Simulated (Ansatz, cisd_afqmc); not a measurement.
System: Al, charge -1, triplet.

Total energies in aug-cc-pV(D+d)Z, 4 correlated electrons, 5 frozen orbitals. Radicals and triplets start from unrestricted determinants; spin-orbit coupling is neglected. Correlated methods leave the cores frozen. No relativity. AFQMC/CISD: phaseless, guided by CISD from CCSD amplitudes; bars are statistical, one sigma. Outlying blocks are dropped, and bars are widened where a walk drifts. Over all cases where full CI ran beside it in this data, AFQMC minus full CI had a median of +0.1 mEh and passed +0.4 mEh in a tenth of the cases. Full CI freezes restricted core orbitals and the other rows unrestricted ones, which leaves a small offset even where coupled cluster is exact.

```csv
method,program,energy (Eh),error against FCI (mEh)
HF,Ansatz,-241.87498,62.73
MP2,Ansatz,-241.91713,20.58
CCSD,Ansatz,-241.93480,2.91
CCSD(T),Ansatz,-241.93677,0.94
CCSDT(Q),Ansatz,-241.93768,0.03
CCSDTQ,Ansatz,-241.93771,0.00
AFQMC/CISD,cisd_afqmc,-241.9371 ± 0.0001,0.7 ± 0.1
FCI,Ansatz,-241.93771,0.00
```

Ansatz is a program for electronic structure.
